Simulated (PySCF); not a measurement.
GeH₅Si, SMILES [GeH2][SiH3], multiplicity 2. Atoms are numbered in the order given.

```xyz
7

Si    -1.5822    -0.0177     0.0000
Ge     0.7979     0.0449     0.0000
H     -2.0830     0.6889     1.2183
H     -2.0830     0.6889    -1.2183
H     -2.1240    -1.4158     0.0000
H      1.4547    -0.5758     1.2646
H      1.4547    -0.5758    -1.2646
```
Charge 0, spin multiplicity 2.

Geometry: PBE-D3(BJ)/def2-TZVP. The isomer is the one that the SMILES or the coordinates give; other isomers of the formula were not compared.

The numbers are results of TDA-ωB97X/def2-SVPD (PySCF), not measurements.

Vertical excitations. The molecule is in vacuum.

```
state    energy (eV)  λ (nm)      f                                                  main pairs
-------  -----------  ------  -----  ----------------------------------------------------------
root 1          3.60     344  0.008                                            β HOMO→LUMO 97 %
root 2          4.57     271  0.002                                          β HOMO−1→LUMO 87 %
root 3          4.94     251  0.016                                            α HOMO→LUMO 90 %
root 4          5.03     246  0.005                                          α HOMO→LUMO+2 89 %
root 5          5.49     226  0.060                      α HOMO→LUMO+1 66 %, α HOMO→LUMO+3 10 %
root 6          6.02     206  0.102                      α HOMO→LUMO+3 66 %, α HOMO→LUMO+1 15 %
root 7          6.35     195  0.066                      α HOMO→LUMO+5 53 %, β HOMO−2→LUMO 32 %
root 8          6.36     195  0.039                                          α HOMO→LUMO+4 80 %
root 9          6.43     193  0.029  α HOMO→LUMO+5 22 %, α HOMO→LUMO+3 12 %, β HOMO−2→LUMO 57 %
root 10         6.47     192  0.001                                          β HOMO−3→LUMO 84 %
```
Unrestricted roots are not spin-pure.
